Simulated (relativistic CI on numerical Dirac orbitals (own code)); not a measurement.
# What each ingredient does to the levels of Cs XLVII

Base calculation: Dirac-Coulomb-Breit CI, KLI orbitals optimised for each configuration, model QED (radiative potential, 1s self-energy scaled to tabulated hydrogen-like ionisation energies), unscaled Slater integrals.

Configuration list (outside the closed core 1s2): 2s2 2p5, 2s 2p6, 2p6 3s, 2p6 3p, 2p6 3d, 2s2 2p4 3s, 2s2 2p4 3p, 2s2 2p4 3d, 2s 2p5 3s, 2s 2p5 3p, 2s 2p5 3d, 2s2 2p4 4s, 2s2 2p4 4p, 2s2 2p4 4d, 2s2 2p4 4f, 2s 2p5 4s, 2s 2p5 4p, 2s2 2p3 3s2, 2s 2p5 4d, 2s 2p5 4f, 2s2 2p3 3s 3p, 2s2 2p4 5s, 2s2 2p4 5p, 2s2 2p4 5d, 2s2 2p4 5f, 2s2 2p4 5g, 2s2 2p3 3s 3d, 2s2 2p3 3p2, 2s2 2p3 3p 3d, 2s 2p4 3s2, 2s2 2p3 3d2, 2s 2p4 3s 3p, 2s 2p4 3s 3d, 2s 2p4 3p2, 2s 2p5 5s, 2s 2p5 5p. Levels of other configurations are missing.

The lowest level and the first level of each name with at least 55 % of one term (blank where a level has no safe partner in the second run):

| Level | Base (eV) | Shift (eV) |
| --- | --- | --- |
| 2s2 2p5 2P°_3/2 | 0.00 | 0.00 |
| 2s2 2p5 2P°_1/2 | 363.77 | -0.01 |
| 2s 2p6 2S_1/2 | 677.58 | +0.19 |
| 2s2 2p4 3s 4P_5/2 | 4497.13 | -0.08 |
| 2s2 2p4 3s 2P_3/2 | 4504.82 | -0.18 |
| 2s2 2p4 3s 2S_1/2 | 4539.29 | -0.24 |
| 2s2 2p4 3p 2P°_1/2 | 4624.83 | -0.25 |
| 2s2 2p4 3p 4D°_7/2 | 4685.41 | -0.07 |
| 2s2 2p4 3d 4F_9/2 | 4811.56 | -0.14 |
| 2s2 2p4 3d 2D_3/2 | 4824.66 | -0.24 |
| 2s2 2p4 3s 4P_3/2 | 4860.33 | +0.17 |
| 2s2 2p4 3s 2P_1/2 | 4866.38 | +0.10 |
| 2s2 2p4 3s 2D_5/2 | 4879.01 | +0.13 |
| 2s2 2p4 3s 2D_3/2 | 4881.61 | +0.10 |

At this charge energies of transitions that change n are usually good to better than 1 %, and those within a shell (Δn = 0) to a few per cent.

Task: One thing was changed in a second run, which moved the levels as shown. Which?
A. configuration mixing switched off
B. Breit term removed
C. QED terms removed
D. valence Slater integrals scaled by 0.9
E. one mean potential for all configurations

Result: E. One mean potential for all configurations. One potential for all configurations removes the relaxation of the orbitals, which moves whole configurations and changes the integrals a little.

LS names give the leading component of a level, which can be under half, so a name can repeat, a term be missing and a line seem to break the LS rules.
